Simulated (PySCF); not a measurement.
# Correlation energy of Cr (chromium, neutral)

[Ar] 3d5 4s1, high-spin 7S determinant. Calculation: PySCF 2.14, in x2c-TZVPall (6s5p4d1f, 48 functions); the spin-free X2C one-electron Hamiltonian (Gaussian nucleus). Frozen: [Ar]; 6 electrons correlated.

MP2 pair energies summed by pair of shells (mhartree):

```json
{"pair": "3d-3d", "energy": "-66.86", "share (%)": "87.1"}
{"pair": "3d-4s", "energy": "-9.87", "share (%)": "12.9"}
```

Total MP2 correlation energy: -76.72 mhartree.

Same-spin part -76.72 and opposite-spin part 0.00 mhartree; SCS-MP2 scales them by 1/3 and 6/5 to -25.57 mhartree.
